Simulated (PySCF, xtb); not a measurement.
B(F)(Me)(Et) (C₃H₈BF), SMILES CB(F)CC.

GFN2-xTB (xtb) at its own geometry gives an orbital gap of 4.95 eV and a dipole moment of 1.52 D.

The structure is a stationary point at B3LYP-D3(BJ)/def2-SVP. The values are those of a single conformer.

What does PBE/def2-TZVP run with PySCF give? (Estimate from the structure and the level; the computed values follow.)

gap 5.93 eV (levels -6.90 and -0.97 eV), dipole 1.23 D.
